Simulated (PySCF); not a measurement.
## Ir: electron affinity

Ir⁻ [Xe] 4f14 5d8 6s2 (3F) → Ir [Xe] 4f14 5d7 6s2 (4F), as a difference of total energies. Computed with PySCF 2.14 in aug-cc-pVTZ-PP with ECP60MDF (6s6p5d3f2g, 88 functions), with scalar relativity through the core potential. Correlated levels: valence: 5s2 5p6 frozen. The calculations carry no spin-orbit coupling.

```
           method  electron affinity (eV)
              UHF                  -0.007
    MP2 (valence)                   1.565
SCS-MP2 (valence)                   1.564
   CCSD (valence)                   1.426
CCSD(T) (valence)                   1.625
```

The reference lies between the lowest fine-structure levels, while these numbers refer to the centres of the terms.

Errors of the correlated levels include the incompleteness of this basis and the frozen core.

A negative affinity means that the anion lies above the atom at that level of theory.

The coupled-cluster amplitudes are large for Ir⁻ (T1 above 0.03 or a double amplitude above 0.15), so a single reference is strained.

For comparison: 1.564 eV (measured; photodetachment measurements, as compiled on the Wikipedia data page of electron affinities).
